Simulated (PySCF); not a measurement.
**Au⁺: excitation energy**

Au⁺ [Xe] 4f14 5d10 (1S) → Au⁺ [Xe] 4f14 5d9 6s1 (3D), as a difference of total energies. All numbers are calculated (PySCF 2.14, scalar relativity through the core potential, in aug-cc-pwCVDZ-PP with ECP60MDF (6s6p5d3f, 70 functions)). Correlated levels: valence: 5s2 5p6 frozen; valence and next inner shell: nothing frozen outside the core potential. The calculations carry no spin-orbit coupling.

```csv
method,excitation energy (eV)
UHF,2.118
PBE,2.206
PBE0,2.311
CAM-B3LYP,2.293
M06-2X,2.558
wB97M-V,2.622
B2PLYP,2.380
MP2 (valence),2.602
SCS-MP2 (valence),2.662
MP2 (valence and next inner shell),2.297
SCS-MP2 (valence and next inner shell),2.356
```

Task: Estimate what LDA gives.

Result: 2.227 eV, closest to PBE among the rows shown.

Task: Estimate what r2SCAN gives.

Result: 2.064 eV, closest to UHF among the rows shown.
